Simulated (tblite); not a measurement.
C6H13AsOSi.
Atom-mapped SMILES: `[CH2:1]=[C:2]([SiH3:3])[C@@H:4]([CH:5]=[O:6])[AsH:7][CH2:8][CH3:9]` (hydrogens: H10, H11 on C1; H12, H13, H14 on Si3; H15 on C4; H16 on C5; H17 on As7; H18, H19 on C8; H20, H21, H22 on C9)

Computed with GFN2-xTB (tblite), gas phase: L-BFGS steps from a force-field or distance-geometry start until the largest atomic force falls under 0.01 eV/Å.

Step 27: E = -750.3084 eV
```
atom  x, y, z in Å  |  force x, y, z in eV/Å
C1     -1.9640    0.5551    2.1183    0.033   0.038   0.026
C2     -1.7622    0.1827    0.8619   -0.050   0.115  -0.083
Si3    -2.9312    0.6164   -0.5705    0.051  -0.024   0.012
C4     -0.5386   -0.5744    0.4871   -0.036   0.034   0.021
C5     -0.8107   -1.6712   -0.4460   -0.012   0.062  -0.042
O6     -1.8264   -1.7838   -1.0922   -0.054   0.057   0.037
As7     0.6567    0.6798   -0.5903   -0.015   0.002  -0.068
C8      2.4128   -0.2879   -0.4919    0.029   0.041  -0.013
C9      3.5720    0.6872   -0.2969    0.082   0.009  -0.007
H10    -1.2712    0.3047    2.9115    0.027  -0.018   0.018
H11    -2.8212    1.1330    2.4215   -0.035  -0.051  -0.083
H12    -4.1374   -0.2003   -0.5087    0.024  -0.074  -0.008
H13    -2.2625    0.5963   -1.8827   -0.034   0.062   0.092
H14    -3.2963    2.0268   -0.3082   -0.018  -0.036  -0.012
H15     0.0471   -0.8806    1.3581    0.105  -0.089   0.005
H16     0.0112   -2.4034   -0.5773    0.073  -0.014   0.036
H17     0.3145    0.0739   -1.9227   -0.030   0.059  -0.001
H18     2.5730   -0.8182   -1.4333   -0.049  -0.101   0.061
H19     2.4048   -1.0156    0.3233   -0.014  -0.029  -0.018
H20     3.5439    1.4799   -1.0438   -0.056   0.007  -0.052
H21     4.5182    0.1630   -0.4038    0.106  -0.036   0.029
H22     3.5570    1.1559    0.6851   -0.126  -0.017   0.049
```

Step 28: E = -750.3131 eV
```
atom  x, y, z in Å  |  force x, y, z in eV/Å
C1     -1.9629    0.5569    2.1191    0.015   0.037   0.029
C2     -1.7624    0.1878    0.8615    0.016   0.033  -0.002
Si3    -2.9308    0.6141   -0.5694   -0.007  -0.036   0.005
C4     -0.5419   -0.5743    0.4894    0.100   0.086  -0.013
C5     -0.8090   -1.6645   -0.4507    0.014   0.002   0.070
O6     -1.8250   -1.7789   -1.0946   -0.113   0.059  -0.036
As7     0.6582    0.6809   -0.5960   -0.011   0.018   0.054
C8      2.4166   -0.2869   -0.4930   -0.069  -0.037  -0.026
C9      3.5751    0.6863   -0.2977    0.038   0.006   0.003
H10    -1.2720    0.3057    2.9142    0.021  -0.016  -0.009
H11    -2.8227    1.1307    2.4206   -0.044  -0.025  -0.065
H12    -4.1360   -0.2065   -0.5088    0.046  -0.057  -0.007
H13    -2.2615    0.5987   -1.8781   -0.015   0.057   0.044
H14    -3.2957    2.0233   -0.3097   -0.036  -0.008  -0.002
H15     0.0530   -0.8842    1.3558    0.034  -0.051  -0.033
H16     0.0107   -2.4013   -0.5748    0.071   0.011   0.013
H17     0.3102    0.0743   -1.9187   -0.033   0.018  -0.087
H18     2.5716   -0.8244   -1.4312   -0.025  -0.081   0.048
H19     2.3984   -1.0147    0.3227    0.014  -0.006  -0.015
H20     3.5430    1.4780   -1.0445   -0.032   0.025  -0.065
H21     4.5225    0.1643   -0.4016    0.107  -0.034   0.032
H22     3.5502    1.1540    0.6839   -0.090   0.000   0.062
```

Step 29: E = -750.3161 eV
```
atom  x, y, z in Å  |  force x, y, z in eV/Å
C1     -1.9620    0.5588    2.1198    0.004   0.025   0.016
C2     -1.7619    0.1915    0.8613    0.062  -0.016   0.045
Si3    -2.9315    0.6119   -0.5686   -0.026  -0.029   0.013
C4     -0.5424   -0.5728    0.4898    0.145   0.097  -0.029
C5     -0.8093   -1.6607   -0.4529    0.035  -0.017   0.105
O6     -1.8252   -1.7754   -1.0966   -0.110   0.060  -0.045
As7     0.6603    0.6838   -0.5975   -0.014  -0.018   0.056
C8      2.4183   -0.2882   -0.4953   -0.079  -0.045  -0.009
C9      3.5775    0.6851   -0.2983   -0.004  -0.002   0.005
H10    -1.2731    0.3066    2.9164    0.020  -0.012  -0.023
H11    -2.8243    1.1290    2.4194   -0.051  -0.007  -0.051
H12    -4.1347   -0.2125   -0.5085    0.054  -0.047  -0.006
H13    -2.2606    0.6018   -1.8744   -0.002   0.050   0.009
H14    -3.2957    2.0211   -0.3106   -0.049  -0.001   0.004
H15     0.0579   -0.8875    1.3527   -0.012  -0.021  -0.050
H16     0.0108   -2.3995   -0.5725    0.045   0.028  -0.002
H17     0.3054    0.0757   -1.9178   -0.021   0.025  -0.088
H18     2.5728   -0.8319   -1.4300   -0.024  -0.062   0.042
H19     2.3930   -1.0135    0.3231    0.033   0.004  -0.019
H20     3.5424    1.4770   -1.0453   -0.015   0.017  -0.057
H21     4.5279    0.1665   -0.3994    0.073  -0.026   0.036
H22     3.5438    1.1525    0.6837   -0.064  -0.002   0.046
```

Step 30: E = -750.3199 eV
```
atom  x, y, z in Å  |  force x, y, z in eV/Å
C1     -1.9608    0.5624    2.1206   -0.011  -0.002  -0.004
C2     -1.7596    0.1966    0.8617    0.102  -0.055   0.083
Si3    -2.9324    0.6082   -0.5670   -0.036  -0.009   0.029
C4     -0.5404   -0.5691    0.4904    0.137   0.060  -0.055
C5     -0.8106   -1.6560   -0.4534    0.015  -0.021   0.074
O6     -1.8265   -1.7693   -1.0996   -0.022   0.066   0.016
As7     0.6630    0.6839   -0.6012   -0.004  -0.001   0.074
C8      2.4200   -0.2918   -0.4991   -0.051  -0.040   0.010
C9      3.5803    0.6831   -0.2994   -0.043  -0.011   0.006
H10    -1.2739    0.3074    2.9183    0.015   0.005  -0.028
H11    -2.8284    1.1260    2.4164   -0.042   0.008  -0.029
H12    -4.1314   -0.2226   -0.5074    0.060  -0.036  -0.005
H13    -2.2587    0.6075   -1.8687    0.012   0.041  -0.036
H14    -3.2971    2.0179   -0.3113   -0.065  -0.005   0.013
H15     0.0639   -0.8921    1.3492   -0.052   0.021  -0.061
H16     0.0113   -2.3953   -0.5696    0.002   0.037  -0.018
H17     0.2956    0.0832   -1.9205   -0.002   0.006  -0.097
H18     2.5773   -0.8452   -1.4275   -0.028  -0.040   0.031
H19     2.3868   -1.0106    0.3249    0.051  -0.001  -0.020
H20     3.5418    1.4761   -1.0469    0.007  -0.017  -0.027
H21     4.5362    0.1688   -0.3955   -0.018   0.009   0.046
H22     3.5332    1.1501    0.6840   -0.026  -0.016  -0.002
```

**Question.** Estimate the geometry and energy of step 31. (The exact step hangs on the optimiser's Hessian estimate; all steps are aligned on step 30, rigid shifts and turns removed.)

**Answer.** E = -750.3224 eV, largest force 0.116 eV/Å
```
atom  x, y, z in Å  |  force x, y, z in eV/Å
C1     -1.9600    0.5648    2.1211   -0.014  -0.025  -0.010
C2     -1.7564    0.1989    0.8628    0.088  -0.051   0.055
Si3    -2.9334    0.6057   -0.5654   -0.002   0.009   0.036
C4     -0.5365   -0.5656    0.4898    0.078   0.023  -0.053
C5     -0.8120   -1.6535   -0.4524    0.015  -0.004   0.025
O6     -1.8276   -1.7645   -1.1007    0.034   0.063   0.067
As7     0.6646    0.6846   -0.6020    0.003  -0.009   0.023
C8      2.4200   -0.2949   -0.5016   -0.006  -0.015   0.023
C9      3.5813    0.6815   -0.2999   -0.066  -0.014  -0.002
H10    -1.2741    0.3079    2.9189    0.011   0.021  -0.017
H11    -2.8318    1.1241    2.4137   -0.025   0.009  -0.017
H12    -4.1283   -0.2300   -0.5068    0.053  -0.035  -0.003
H13    -2.2575    0.6121   -1.8657    0.010   0.035  -0.044
H14    -3.2993    2.0159   -0.3113   -0.072  -0.015   0.019
H15     0.0673   -0.8949    1.3464   -0.049   0.041  -0.049
H16     0.0116   -2.3917   -0.5681   -0.027   0.030  -0.026
H17     0.2893    0.0885   -1.9248    0.020   0.018  -0.054
H18     2.5798   -0.8548   -1.4254   -0.036  -0.025   0.018
H19     2.3843   -1.0089    0.3259    0.052  -0.014  -0.007
H20     3.5414    1.4753   -1.0483    0.019  -0.044  -0.002
H21     4.5413    0.1705   -0.3921   -0.081   0.027   0.050
H22     3.5258    1.1483    0.6841   -0.005  -0.024  -0.033
```

The energy changes by -0.0025 eV. The first-order estimate −F·Δx gives -0.0035 eV and the mean of the old and new forces, exact on a quadratic surface, -0.0025 eV. The step makes an angle of 65° with the force vector and moves no atom by more than 0.010 Å.

The cost below is that of the whole relaxation. On an Arm Neoverse N1 with one thread, no GPU, shared host with 64 logical CPUs at a one-minute load of 60, this took 2.9 s wall.
